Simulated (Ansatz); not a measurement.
This geometry of ClF₃H₂SZr (8 atoms, charge 0, multiplicity 1) is a first-order saddle point.

All numbers below come from Ansatz, RKS PBE/def2-SVP.

```xyz
8
Properties=species:S:1:pos:R:3
Zr -0.132 0.298 -0.027
Cl 0.058 1.042 2.267
F 1.431 -0.778 -0.147
F 0.140 1.930 -0.964
F -1.250 -0.649 -1.295
S -2.705 -0.337 1.207
H -2.958 -1.571 0.687
H -2.343 -0.807 2.432
```

Q: Which two structures does it join? (They come from a converged band through this point; their orientation in space is the band's.)

A: No bond is made or broken.

First end point:

```xyz
8
Properties=species:S:1:pos:R:3
Zr 0.021 0.050 0.042
Cl 0.364 -0.050 2.402
F 1.807 -0.079 -0.608
F -0.501 1.744 -0.672
F -0.757 -1.495 -0.788
S -2.893 0.169 0.903
H -3.137 -1.148 0.654
H -2.664 -0.062 2.226
```

Last end point:

```xyz
8
Properties=species:S:1:pos:R:3
Zr -0.179 0.438 -0.019
Cl -0.234 1.857 1.895
F 0.338 -1.379 0.308
F 1.353 1.086 -0.950
F -1.533 0.675 -1.355
S -2.647 -0.579 1.327
H -2.818 -1.725 0.607
H -2.039 -1.246 2.347
```

Q: How far does it lie above each of them?

A: 22.7 kJ/mol above the first and 24.4 kJ/mol above the second. This is the barrier of this one path; another mechanism may lie lower.

Run time: 4.4 min on 4 threads of Arm Neoverse V1, with other jobs on the host, peak memory 0.18 GiB.
